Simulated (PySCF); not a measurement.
hydrogen telluride cation (H2Te), SMILES [TeH2] (connectivity only; charge and spin as stated), charge +1, multiplicity 2.

Geometry: PBE0-D3(BJ)/def2-TZVPD. The spin state was assumed, not searched. The def2 effective core potentials stand for the cores of Te; spin–orbit coupling is left out.

Two levels are set side by side: PBE/def2-TZVPD (PySCF) and CAM-B3LYP/def2-TZVPD (PySCF). Same geometry, gas phase. Differences are taken from unrounded values.

```
quantity                     CAM-B3LYP
---------------------------  ---------
α-spin orbital gap (eV)          10.04
β-spin orbital gap (eV)           7.56
mean polarisability (bohr³)       28.7
```

**Question.** What does PBE give, and how far is it from CAM-B3LYP? (Estimate from the structure and the level; the computed values follow.)

**Answer.** 
```
quantity                      PBE  PBE minus CAM-B3LYP
---------------------------  ----  -------------------
α-spin orbital gap (eV)      5.60                -4.45
β-spin orbital gap (eV)      3.05                -4.51
mean polarisability (bohr³)  29.0                  0.3
```

Rough cost on one machine, each run with all the roots and properties that it gave: CAM-B3LYP against PBE within a factor of 2.
